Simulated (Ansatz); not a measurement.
A nudged elastic band was laid between two geometries of H$_{3}$SSb (5 atoms, charge 0, multiplicity 1).

Method: RKS PBE-D4/def2-TZVP (Ansatz 0.2.0).

```json
{
  "movable images": "5",
  "climbing image": "yes",
  "spring": "5.0 eV/Å²",
  "optimiser": "quadratic models (default)",
  "start path": "IDPP",
  "force threshold": "0.03 eV/Å",
  "iteration limit": "60",
  "end points": "relaxed"
}
```

Initial state:

```xyz
5
Properties=species:S:1:pos:R:3
S 0.491 -0.821 1.194
Sb -0.168 0.207 -0.934
H 0.983 -1.922 0.580
H -1.721 0.700 -0.358
H 0.466 1.762 -0.523
```

Final state:

```xyz
5
Properties=species:S:1:pos:R:3
S 0.637 -1.138 1.093
Sb -0.438 0.986 0.490
H 0.765 -1.596 -0.174
H -1.554 0.305 -0.643
H 0.640 1.370 -0.808
```

Q: What changes between the two ends?

A: No bond is made or broken. The height of Sb2 over the plane of its neighbours goes from 1.05 to -1.03 Å.

Q: What energy profile does the band end with?

A: It converged. The highest image is number 3 of 0 to 6, 50.0 kcal/mol above the first end and 49.4 kcal/mol above the last; the last end lies 0.6 kcal/mol above the first. Neighbouring images differ by up to 1.2 eV, so the band resolves the path poorly. A vibrational analysis at the climbing image gives one clearly imaginary mode, 1065i cm⁻¹: a first-order saddle point.

```tsv
image	path coordinate (Å)	energy (kcal/mol)	height of Sb2 over the plane of its neighbours (Å)
0	0.00	0.0	1.05
1	0.36	5.6	0.81
2	0.73	27.5	0.44
3	1.09	50.0	0.02
4	1.54	21.4	-0.49
5	1.99	3.7	-0.87
6	2.44	0.6	-1.03
```

Q: What is the geometry of the highest image?

A: 
```xyz
5
Properties=species:S:1:pos:R:3
S 0.654 -1.176 1.073
Sb -0.302 0.610 -0.122
H 0.974 -1.993 0.033
H -1.941 0.610 -0.416
H 0.664 1.875 -0.610
```

Time of the run: 33 s on 2 threads of Intel(R) Xeon(R) CPU @ 2.80GHz (Skylake/Cascade Lake), with other jobs on the host, peak memory 0.18 GiB.
